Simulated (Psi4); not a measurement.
C3H3, doublet, geometry from GFN2-xTB; B97M-V/cc-pVDZ (Psi4).

Input for Psi4:
```
memory 2 GB

molecule mol {
0 2
  C     0.001157    0.010032    0.110390
  C     0.013887    0.120383    1.324638
  C    -0.012957   -0.112321   -1.235932
  H     0.024832    0.215262    2.368646
  H     0.902258   -0.245552   -1.783665
  H    -0.939613   -0.078273   -1.779558
}

set basis cc-pvdz
set reference uks

energy('b97m-v')
print_variables()
```

What the program printed (banner, timings and long lists left out):

```
   => Loading Basis Set <=

    Name: CC-PVDZ
    Role: ORBITAL
    Keyword: BASIS

         ---------------------------------------------------------
                                   SCF
               by Justin Turney, Rob Parrish, Andy Simmonett
                          and Daniel G. A. Smith
                              UKS Reference
         ---------------------------------------------------------

  ==> Geometry <==

    Molecular point group: c1
    Full point group: C1

    Geometry (in Angstrom), charge = 0, multiplicity = 2:

       Center              X                  Y                   Z               Mass
    ------------   -----------------  -----------------  -----------------  -----------------
         C            0.000838652977     0.007271725812     0.080017835718    12.000000000000
         C            0.013568652977     0.117622725812     1.294265835718    12.000000000000
         C           -0.013275347023    -0.115081274188    -1.266304164282    12.000000000000
         H            0.024513652977     0.212501725812     2.338273835718     1.007825032230
         H            0.901939652977    -0.248312274188    -1.814037164282     1.007825032230
         H           -0.939931347023    -0.081033274188    -1.809930164282     1.007825032230

  Running in c1 symmetry.

  Rotational constants: A =      9.78033  B =      0.32431  C =      0.31390 [cm^-1]
  Rotational constants: A = 293206.77014  B =   9722.50786  C =   9410.46421 [MHz]
  Nuclear repulsion =   53.828621548420372

  Charge       = 0
  Multiplicity = 2
  Electrons    = 21
  Nalpha       = 11
  Nbeta        = 10

  ==> Algorithm <==

  SCF Algorithm Type is DF.
  DIIS enabled.
  MOM disabled.
  Fractional occupation disabled.
  Guess Type is SAD.
  Energy threshold   = 1.00e-06
  Density threshold  = 1.00e-06
  Integral threshold = 1.00e-12

  ==> Primary Basis <==

  Basis Set: CC-PVDZ
    Blend: CC-PVDZ
    Number of shells: 27
    Number of basis functions: 57
    Number of Cartesian functions: 60
    Spherical Harmonics?: true
    Max angular momentum: 2

  ==> DFT Potential <==

   => LibXC <=

    Version 7.1.2
    S. Lehtola, C. Steigemann, M. J. T. Oliveira, and M. A. L. Marques,  SoftwareX 7, 1–5 (2018) (10.1016/j.softx.2017.11.002)

   => Composite Functional: B97M-V <=

    B97M-V GGA Exchange-Correlation Functional

    N. Mardirossian and M. Head-Gordon,  J. Chem. Phys. 142, 074111 (2015) (10.1063/1.4907719)

    Deriv               =              1
    GGA                 =           TRUE
    Meta                =           TRUE

    Exchange Hybrid     =          FALSE
    MP2 Hybrid          =          FALSE

   => Exchange-Correlation Functionals <=

    1.0000   B97M-V exchange-correlation functional

   => LibXC Density Thresholds  <==

    XC_MGGA_XC_B97M_V:  1.00E-15

   => VV10 Non-Local Parameters <=

    VV10 B              =     6.0000E+00
    VV10 C              =     1.0000E-02

   => Molecular Quadrature <=

    Radial Scheme          =       TREUTLER
    Pruning Scheme         =           NONE
    Nuclear Scheme         =       TREUTLER

    Blocking Scheme        =         OCTREE
    BS radius alpha        =              1
    Pruning alpha          =              1
    Radial Points          =             75
    Spherical Points       =            302
    Total Points           =         129674
    Total Blocks           =           1049
    Max Points             =            256
    Max Functions          =             57
    Weights Tolerance      =       1.00E-15

   => Loading Basis Set <=

    Name: (CC-PVDZ AUX)
    Role: JKFIT
    Keyword: DF_BASIS_SCF

  ==> Integral Setup <==

  SCF_SUBTYPE=INCORE selected. In-core MEM_DF algorithm will be used.
  Using in-core AOs.

  ==> MemDFJK: Density-Fitted J/K Matrices <==

    J tasked:                   Yes
    K tasked:                    No
    wK tasked:                   No
    Algorithm:                 Core
    Schwarz Cutoff:           1E-12
    Mask sparsity (%):       0.0000
    Fitting Condition:        1E-10

   => Auxiliary Basis Set <=

  Basis Set: (CC-PVDZ AUX)
    Blend: CC-PVDZ-JKFIT
    Number of shells: 99
    Number of basis functions: 279
    Number of Cartesian functions: 318
    Spherical Harmonics?: true
    Max angular momentum: 3

  Minimum eigenvalue in the overlap matrix is 3.1793686169E-04.
  Reciprocal condition number of the overlap matrix is 7.1212786411E-05.
    Using symmetric orthogonalization.

  ==> Pre-Iterations <==

  SCF Guess: Superposition of Atomic Densities via on-the-fly atomic UHF (no occupation information).

   -------------------------
    Irrep   Nso     Nmo
   -------------------------
     A         57      57
   -------------------------
    Total      57      57
   -------------------------

  ==> Iterations <==

                           Total Energy        Delta E     RMS |[F,P]|

   @DF-UKS iter SAD:  -115.42738712433336   -1.15427e+02   0.00000e+00
   @DF-UKS iter   1:  -115.81022108697603   -3.82834e-01   9.70512e-03 ADIIS/DIIS
   @DF-UKS iter   2:  -115.76917165850483    4.10494e-02   1.10762e-02 ADIIS/DIIS
   @DF-UKS iter   3:  -115.98741109064075   -2.18239e-01   3.57918e-03 ADIIS/DIIS
   @DF-UKS iter   4:  -116.00907256995696   -2.16615e-02   1.01722e-03 ADIIS/DIIS
   @DF-UKS iter   5:  -116.01074045798792   -1.66789e-03   4.85890e-04 ADIIS/DIIS
   @DF-UKS iter   6:  -116.01122191359877   -4.81456e-04   6.57175e-05 DIIS
   @DF-UKS iter   7:  -116.01124617813805   -2.42645e-05   2.25739e-05 DIIS
   @DF-UKS iter   8:  -116.01125029562171   -4.11748e-06   8.82023e-06 DIIS
   @DF-UKS iter   9:  -116.01125094571827   -6.50097e-07   3.14302e-06 DIIS
   @DF-UKS iter  10:  -116.01125102513059   -7.94123e-08   8.63300e-07 DIIS
  Energy and wave function converged.

  ==> Post-Iterations <==

   Electrons on quadrature grid:
      Nalpha   =   10.9999979370 ; deviation = -2.063e-06
      Nbeta    =    9.9999995198 ; deviation = -4.802e-07
      Ntotal   =   20.9999974569 ; deviation = -2.543e-06

   @Spin Contamination Metric:   1.963012411E-02
   @S^2 Expected:                7.500000000E-01
   @S^2 Observed:                7.696301241E-01
   @S   Expected:                5.000000000E-01
   @S   Observed:                5.000000000E-01

    Orbital Energies [Eh]
    ---------------------

    Alpha Occupied:

[...]
    Alpha Virtual:

[...]
      57A      3.335469

    Beta Occupied:

[...]
      10A     -0.248735

    Beta Virtual:

[...]
    Final Occupation by Irrep:
              A
    DOCC [    10 ]
    SOCC [     1 ]
    NA   [    11 ]
    NB   [    10 ]

  @DF-UKS Final Energy:  -116.01125102513059

   => Energetics <=

    Nuclear Repulsion Energy =             53.8286215484203723
    One-Electron Energy =                -261.0010634520175472
    Two-Electron Energy =                 108.5024273890901441
    DFT Exchange-Correlation Energy =     -17.4263783821693181
    Empirical Dispersion Energy =           0.0000000000000000
    VV10 Nonlocal Energy =                  0.0851418715457761
    Total Energy =                       -116.0112510251305906

  UHF NO Occupations:
  HONO-2 :    9  A 1.9991747
  HONO-1 :   10  A 1.9923845
  HONO-0 :   11  A 1.0000000
  LUNO+0 :   12  A 0.0076155
  LUNO+1 :   13  A 0.0008253
  LUNO+2 :   14  A 0.0006488
  LUNO+3 :   15  A 0.0004771

Computation Completed

Properties will be evaluated at   0.000000,   0.000000,   0.000000 [a0]

Properties computed using the SCF density matrix

 Multipole Moments:

 ------------------------------------------------------------------------------------
     Multipole            Electronic (a.u.)      Nuclear  (a.u.)        Total (a.u.)
 ------------------------------------------------------------------------------------

 L = 1.  Multiply by 2.5417464519 to convert [e a0] to [Debye]
 Dipole X            :          0.0123282           -0.0126353           -0.0003070
 Dipole Y            :          0.1068755           -0.1095375           -0.0026620
 Dipole Z            :          1.1760096           -1.2052984           -0.0292888
 Magnitude           :                                                    0.0294111

 ------------------------------------------------------------------------------------

  Variable Map:
  ----------------------------------------------------------------------------
[...]
  Array Variable Map:
  ----------------------------------------------------------------------------
[...]
[...]
```
